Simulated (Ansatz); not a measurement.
`FC[SiH2]Br` + `C=C` → `C=C[SiH2]Br` + `CF` at 500 K and 1 bar (formal exchange of groups at the Si–C bond).

Computed with Ansatz on PBE0-D4/def2-TZVP structures; ΔE is electronic, products minus reactants. CBS: MP2 limit from def2 TZ/QZ plus the TZ coupled-cluster correction, frozen cores. This one scheme is used for every species. For Br outer-core shells are correlated without core-valence functions, which leaves a few kJ/mol of doubt a bond. Scalar relativity is left out up to krypton. Each species was taken in one conformer, which may not be the lowest.

```json
{"species": "`FC[SiH2]Br`", "CCSD(T)/CBS energy (Eh)": "-3002.67960", "H − E (kJ/mol)": "164.1", "S (J/(mol·K))": "384.6"}
{"species": "`C=C`", "CCSD(T)/CBS energy (Eh)": "-78.48111", "H − E (kJ/mol)": "155.1", "S (J/(mol·K))": "245.3"}
{"species": "`C=C[SiH2]Br`", "CCSD(T)/CBS energy (Eh)": "-2941.53535", "H − E (kJ/mol)": "198.9", "S (J/(mol·K))": "385.8"}
{"species": "`CF`", "CCSD(T)/CBS energy (Eh)": "-139.63461", "H − E (kJ/mol)": "122.2", "S (J/(mol·K))": "244.8"}
```

H − E and S are ideal-gas, rigid-rotor, harmonic terms from PBE0-D4/def2-TZVP, for one conformer and one mirror image of each species. 1 Eh = 2625.50 kJ/mol, R = 8.31446 J/(mol·K).

Q: By hand: ΔE, ΔH, ΔS and ΔG.

A: ΔE = (-2941.53535) + (-139.63461) − (-3002.67960) − (-78.48111) = -0.00925 Eh = -24.3 kJ/mol. Δ(H − E) = 198.9 + 122.2 − 164.1 − 155.1 = 1.9, so ΔH = -22.4 kJ/mol. ΔS = 385.8 + 244.8 − 384.6 − 245.3 = 0.7 J/(mol·K). ΔG = -22.4 − 500 × (0.7)/1000 = -22.8 kJ/mol.

Q: By hand: the equilibrium constant, and the temperature at which ΔG would vanish if ΔH and ΔS stayed fixed.

A: log₁₀ K = −ΔG/(RT ln 10) = 2.4. ΔH and −TΔS have one sign here, so there is no such temperature. One of them is within its doubt of zero, so this could turn.

The number of gas molecules stays the same, so ΔS is small and ΔH decides. A doubt of 5 kJ/mol in ΔE shifts log₁₀ K by 0.5 here. Other conformers and mirror images would add mixing entropy, several J/(mol·K) or more a flexible species. These are equilibria of isolated gas molecules and say nothing of rates. Largest T1 diagnostic: 0.011 (customary marks: 0.02 for closed shells, 0.045 for open ones).
